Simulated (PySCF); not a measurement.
## Electronic structure of Rb+ (rubidium, charge +1) at the UHF level

Configuration: [Kr], closed-shell 1S. Computed with PySCF 2.14 in x2c-SVPall, with the spin-free X2C one-electron Hamiltonian (Gaussian nucleus).

- Total energy: -2978.691719 hartree
- One-electron energy: -4122.1055 hartree
- Hartree (Coulomb) energy: 1243.0162 hartree
- Exchange energy: -99.6024 hartree
- ⟨S²⟩: 0.0000
- ⟨L²⟩: 0.000
- Sum of ⟨r⟩: 24.12 bohr
- Sum of ⟨r²⟩: 31.98 bohr²
- Langevin diamagnetic susceptibility: -25.3 ×10⁻⁶ cm³/mol
- Time after the integrals: 0.09 s of wall time on 1 thread of Neoverse-V2 (shared host)

| shell | electrons | mean orbital energy (eV) | rms radius, mean of both spins (bohr) |
| --- | --- | --- | --- |
| 1s | 2 | -15293.2 | 0.0464 |
| 2s | 2 | -2114.5 | 0.192 |
| 2p | 6 | -1870.8 | 0.171 |
| 3s | 2 | -348.50 | 0.544 |
| 3p | 6 | -267.51 | 0.557 |
| 3d | 10 | -133.33 | 0.577 |
| 4s | 2 | -48.577 | 1.59 |
| 4p | 6 | -27.966 | 1.86 |

Densities and radii are taken from the X2C orbitals without a picture-change correction, which distorts them close to the nucleus.
